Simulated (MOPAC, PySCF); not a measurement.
CH3GeNSi, SMILES `[N+](#[C-])[Ge][SiH3]` (lower singlet), neutral singlet in the gas phase. This singlet lies 1.02 eV below the relaxed triplet at the level frozen-core CCSD(T)/cc-pVDZ // PBE0-D3(BJ)/def2-TZVP (Ansatz).

Cartesian coordinates (Å):
SMILES: [Ge]([SiH3])[N+]#[C-]
```xyz
7

C      2.9707     0.3528     0.6410
N      2.0595    -0.2271     0.1745
Ge     0.7734    -1.3045    -0.6661
Si    -1.1321     0.0883     0.0885
H     -2.0512    -0.7955     0.8631
H     -1.8704     0.5324    -1.1296
H     -0.7644     1.2697     0.9092
```
Charge 0, multiplicity 1.

All levels are single points at this geometry (PBE0-D3(BJ)/def2-TZVP); Pople sets use spherical d functions. Orbital energies aren't observables, and empty levels follow the basis.

SVWN5/6-31G* in PySCF gives dipole (D) = 3.10.

Task: Estimate the dipole (D) from each of these levels: PBE-D3(BJ)/def2-TZVP in PySCF; PBE0-D3(BJ)/def2-TZVP in PySCF; B3LYP/6-311+G** (LANL2DZ on Ge) in PySCF; BP86/6-31G* in PySCF; M06-2X/6-31G* in PySCF; HF/6-31G* in PySCF; PM6 in MOPAC; PM7 in MOPAC.

Result: 
| level | dipole (D) |
|---|---|
| PBE-D3(BJ)/def2-TZVP in PySCF | 3.46 |
| PBE0-D3(BJ)/def2-TZVP in PySCF | 3.41 |
| B3LYP/6-311+G** (LANL2DZ on Ge) in PySCF | 3.44 |
| BP86/6-31G* in PySCF | 3.03 |
| M06-2X/6-31G* in PySCF | 2.93 |
| HF/6-31G* in PySCF | 2.78 |
| PM6 in MOPAC | 2.67 |
| PM7 in MOPAC | 2.89 |
